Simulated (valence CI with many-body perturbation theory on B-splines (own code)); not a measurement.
## Forbidden lines of Er28+

Level of theory: configuration interaction combined with many-body perturbation theory (CI+MBPT): four valence electrons over a frozen Dirac-Fock core [Kr], radial functions for each j: 9 s, 9 p, 10 d, 8 f, 5 g, 3 h, 1 i, with the one-electron correlation potential Σ1, the two-electron term Σ2, the three-electron term Σ3, Breit, model QED; selected CI, second order for the rest (own B-spline code, finite nucleus).

No measured spectrum was set against this ion. As an estimate, large intervals hold to a few tenths of a per cent, small ones and those within an open d or f shell to about a per cent. Only levels of the ground parity were solved; by the run's estimate the other parity begins above the list, which can be wrong where configurations are misplaced.

Lines 51 to 100 of 120 in falling wavelength, among levels below 494880 cm⁻¹, chosen from the decays that carry over 1 % of a level's rate. Wavelengths and rates use the calculated energies. S is in atomic units (e²a₀⁴ for E2 and M2, e²a₀⁶ for E3), for M1 in squared Bohr magnetons. Weak lines are less certain than strong ones. Lines between different terms over intervals too small for the method are left out, as are lines whose strength nearly cancels. The highest levels of a list are the least certain.

Levels are named by their leading jj configuration (3d3/2^4 stands for four electrons in 3d with j = 3/2), which in mixed levels can hold well under half, so a name can repeat and another be missing. Letters in brackets count levels of one name in rising energy.

```csv
λ vac (nm),Upper,Lower,Type,A (s⁻¹),S (a.u.)
108.5,(4d3/2 4d5/2^3) J=3 [a],(4d3/2^2 4d5/2^2) J=3 [a],M1,1.07e+04,3.56e+00
108.2,(4d3/2^2 4d5/2^2) J=1,(4d3/2^3 4d5/2) J=2,M1,1.27e+04,1.79e+00
106.9,(4d3/2 4d5/2^3) J=5,(4d3/2^2 4d5/2^2) J=5,M1,3.92e+03,1.96e+00
106.7,(4d3/2 4d5/2^3) J=2 [a],(4d3/2^2 4d5/2^2) J=2 [b],M1,4.74e+03,1.07e+00
105.8,(4d3/2^2 4d5/2^2) J=4 [b],(4d3/2^3 4d5/2) J=3,M1,1.80e+03,7.12e-01
104.7,(4d3/2 4d5/2^3) J=3 [a],(4d3/2^2 4d5/2^2) J=2 [a],M1,1.45e+04,4.31e+00
104.7,(4d3/2^2 4d5/2^2) J=3 [b],(4d3/2^3 4d5/2) J=3,M1,9.39e+02,2.80e-01
104.5,(4d3/2 4d5/2^3) J=2 [a],(4d3/2^2 4d5/2^2) J=3 [b],M1,6.84e+03,1.45e+00
102.8,(4d3/2 4d5/2^3) J=4 [a],(4d3/2^2 4d5/2^2) J=3 [a],M1,5.42e+03,1.97e+00
102.6,(4d3/2^2 4d5/2^2) J=2 [b],(4d3/2^3 4d5/2) J=3,M1,3.92e+01,7.84e-03
102.5,(4d3/2 4d5/2^3) J=3 [c],(4d3/2^2 4d5/2^2) J=4 [c],M1,4.64e+03,1.30e+00
102.4,(4d3/2 4d5/2^3) J=6,(4d3/2^2 4d5/2^2) J=5,M1,6.71e+03,3.47e+00
102.1,(4d3/2 4d5/2^3) J=3 [b],(4d3/2^2 4d5/2^2) J=2 [b],M1,3.29e+03,9.10e-01
100.1,(4d3/2 4d5/2^3) J=3 [b],(4d3/2^2 4d5/2^2) J=3 [b],M1,6.69e+03,1.74e+00
99.80,(4d3/2^2 4d5/2^2) J=2 [a],(4d3/2^3 4d5/2) J=1,M1,1.39e+04,2.56e+00
99.17,(4d3/2 4d5/2^3) J=3 [c],(4d3/2^2 4d5/2^2) J=2 [c],M1,4.17e+03,1.06e+00
99.12,(4d3/2 4d5/2^3) J=3 [b],(4d3/2^2 4d5/2^2) J=4 [b],M1,2.38e+03,6.02e-01
98.66,(4d3/2 4d5/2^3) J=1 [b],(4d3/2^2 4d5/2^2) J=2 [c],M1,6.10e+03,6.52e-01
97.99,(4d3/2^2 4d5/2^2) J=4 [b],(4d3/2^3 4d5/2) J=4,M1,1.05e+02,3.30e-02
97.62,(4d3/2 4d5/2^3) J=4 [a],(4d3/2^2 4d5/2^2) J=4 [a],M1,1.20e+04,3.71e+00
97.03,(4d3/2^2 4d5/2^2) J=3 [b],(4d3/2^3 4d5/2) J=4,M1,6.37e+03,1.51e+00
96.82,(4d3/2 4d5/2^3) J=4 [b],(4d3/2^2 4d5/2^2) J=4 [c],M1,7.13e+03,2.16e+00
96.63,(4d3/2 4d5/2^3) J=0,(4d3/2^2 4d5/2^2) J=1,M1,1.40e+04,4.70e-01
95.64,(4d3/2^2 4d5/2^2) J=2 [d],(4d3/2^2 4d5/2^2) J=3 [a],M1,5.77e+01,9.36e-03
93.53,(4d3/2^2 4d5/2^2) J=3 [b],(4d3/2^3 4d5/2) J=2,M1,3.80e+02,8.07e-02
92.71,(4d3/2^2 4d5/2^2) J=2 [d],(4d3/2^2 4d5/2^2) J=2 [a],M1,9.23e+01,1.36e-02
92.20,(4d3/2 4d5/2^3) J=1 [a],(4d3/2^2 4d5/2^2) J=2 [a],M1,1.33e+04,1.16e+00
91.85,(4d3/2^2 4d5/2^2) J=2 [b],(4d3/2^3 4d5/2) J=2,M1,1.67e+03,2.40e-01
90.78,(4d3/2 4d5/2^3) J=2 [a],(4d3/2^2 4d5/2^2) J=1,M1,4.44e+03,6.16e-01
89.79,(4d3/2 4d5/2^3) J=5,(4d3/2^2 4d5/2^2) J=4 [a],M1,2.01e+03,5.94e-01
88.13,(4d3/2 4d5/2^3) J=2 [b],(4d3/2^2 4d5/2^2) J=2 [c],M1,5.94e+03,7.53e-01
85.15,(4d3/2 4d5/2^3) J=1 [a],(4d3/2^2 4d5/2^2) J=0 [a],M1,1.44e+04,9.88e-01
77.17,(4d3/2 4d5/2^3) J=2 [a],(4d3/2^2 4d5/2^2) J=3 [a],M1,7.89e+03,6.72e-01
77.10,(4d3/2^2 4d5/2^2) J=2 [c],(4d3/2^3 4d5/2) J=3,M1,1.57e+04,1.33e+00
75.18,(4d3/2^2 4d5/2^2) J=4 [c],(4d3/2^3 4d5/2) J=3,M1,4.06e+03,5.76e-01
74.86,(4d3/2 4d5/2^3) J=1 [b],(4d3/2^2 4d5/2^2) J=2 [b],M1,5.77e+02,2.69e-02
74.76,(4d3/2 4d5/2^3) J=3 [b],(4d3/2^2 4d5/2^2) J=3 [a],M1,2.30e+03,2.50e-01
73.51,(4d3/2 4d5/2^3) J=3 [c],(4d3/2^2 4d5/2^2) J=4 [b],M1,6.38e+02,6.58e-02
72.95,(4d3/2 4d5/2^3) J=3 [b],(4d3/2^2 4d5/2^2) J=2 [a],M1,4.24e+02,4.27e-02
71.97,(4d3/2 4d5/2^3) J=3 [b],(4d3/2^2 4d5/2^2) J=4 [a],M1,2.80e+03,2.71e-01
71.76,(4d3/2^2 4d5/2^2) J=2 [b],(4d3/2^3 4d5/2) J=1,M1,9.36e+02,6.41e-02
71.03,(4d3/2 4d5/2^3) J=4 [b],(4d3/2^2 4d5/2^2) J=3 [b],M1,5.15e+03,6.16e-01
70.87,(4d3/2^2 4d5/2^2) J=2 [c],(4d3/2^3 4d5/2) J=2,M1,3.67e+03,2.42e-01
68.63,(4d3/2 4d5/2^3) J=2 [b],(4d3/2^2 4d5/2^2) J=2 [b],M1,7.25e+02,4.35e-02
67.72,(4d3/2 4d5/2^3) J=2 [b],(4d3/2^2 4d5/2^2) J=3 [b],M1,2.21e+03,1.27e-01
67.39,(4d3/2^2 4d5/2^2) J=0 [b],(4d3/2^2 4d5/2^2) J=1,M1,5.28e+03,5.99e-02
66.66,(4d3/2 4d5/2^3) J=1 [b],(4d3/2^2 4d5/2^2) J=1,M1,3.07e+03,1.01e-01
65.02,(4d3/2 4d5/2^3) J=3 [a],(4d3/2^3 4d5/2) J=3,M1,4.78e+02,3.41e-02
62.94,(4d3/2 4d5/2^3) J=4 [a],(4d3/2^3 4d5/2) J=3,M1,5.33e+02,4.43e-02
61.72,(4d3/2 4d5/2^3) J=4 [b],(4d3/2^2 4d5/2^2) J=5,M1,8.21e+03,6.44e-01
```
